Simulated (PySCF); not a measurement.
Species: isopropylcyclopentane, C8H16.
Numbering: `[CH3:1][CH:2]([CH3:3])[CH:4]1[CH2:5][CH2:6][CH2:7][CH2:8]1` (hydrogens: H9, H10, H11 on C1; H12 on C2; H13, H14, H15 on C3; H16 on C4; H17, H18 on C5; H19, H20 on C6; H21, H22 on C7; H23, H24 on C8)

A GFN2-xTB structure was refined with PBE0-D3(BJ)/def2-SVP geometry optimisation, gas phase (PySCF 2.14.0). Its GFN2-xTB values:

| coordinate | GFN2-xTB |
| --- | --- |
| C1–C2 | 1.528 Å |
| C1–H9 | 1.088 Å |
| C2–C4 | 1.533 Å |
| C2–H12 | 1.096 Å |
| C3–H13 | 1.088 Å |
| C4–C5 | 1.533 Å |
| C4–C8 | 1.545 Å |
| C4–H16 | 1.095 Å |
| C5–C6 | 1.524 Å |
| C5–H17 | 1.092 Å |
| C5–H18 | 1.089 Å |
| C6–C7 | 1.527 Å |
| C6–H19 | 1.092 Å |
| C6–H20 | 1.089 Å |
| C7–C8 | 1.538 Å |
| C1–C2–C3 | 109.4° |
| C1–C2–C4 | 110.4° |
| C2–C4–C5 | 114.2° |
| C2–C4–C8 | 113.2° |
| C4–C5–C6 | 103.4° |
| C4–C8–C7 | 106.7° |
| C5–C6–C7 | 102.8° |
| C6–C7–C8 | 104.9° |
| C1–C2–C4–C5 | -176° |
| C2–C4–C5–C6 | -158° |
| C2–C4–C8–C7 | 137° |

Question: How do these coordinates change at the PBE0-D3(BJ)/def2-SVP level?

Answer: 
```
 coordinate  PBE0-D3(BJ)/def2-SVP (Å or °)  change
     C3–H13                          1.103  +0.015
      C1–H9                          1.103  +0.015
     C5–H17                          1.106  +0.014
     C6–H19                          1.104  +0.012
     C4–H16                          1.107  +0.012
     C6–H20                          1.101  +0.012
     C2–H12                          1.108  +0.012
     C5–H18                          1.100  +0.011
      C4–C8                          1.549  +0.004
      C7–C8                          1.542  +0.004
      C1–C2                          1.525  -0.003
      C6–C7                          1.529  +0.002
      C2–C4                          1.531  -0.002
      C4–C5                          1.534  +0.001
      C5–C6                          1.523  -0.001
   C2–C4–C5                          115.3    +1.1
   C2–C4–C8                          114.3    +1.1
   C1–C2–C3                          110.5    +1.1
   C1–C2–C4                          111.4    +1.0
   C4–C5–C6                          103.7    +0.3
   C6–C7–C8                          105.1    +0.2
   C5–C6–C7                          103.0    +0.2
   C4–C8–C7                          106.5    -0.2
C2–C4–C8–C7                            140      +3
C1–C2–C4–C5                           -178      -2
C2–C4–C5–C6                           -160      -2
```

The energy falls by 0.065 eV over 4 energy and gradient evaluations, the largest force component goes from 0.0161 to 3.4e-04 Eh/bohr, and the atoms move by 0.040 Å rms after alignment. Among the bonds, C1–H9, C3–H13 and C5–H17 change most and about equally (+0.014 to +0.015 Å). Bonds longer at the end by more than 0.005 Å: 16 of 24; shorter: 0. Rotational constants go from 3688, 1368, 1079 to 3660, 1357, 1067 MHz.

The run used 192 basis functions and 29 SCF cycles in all. Time: 1.8 min wall; peak memory 0.91 GiB. Hardware: one thread of an Intel Xeon Platinum 8259CL at 2.50 GHz (shared host).

PBE0-D3(BJ)/def2-SVP frequencies: not computed here. The numbers are those of one conformer.
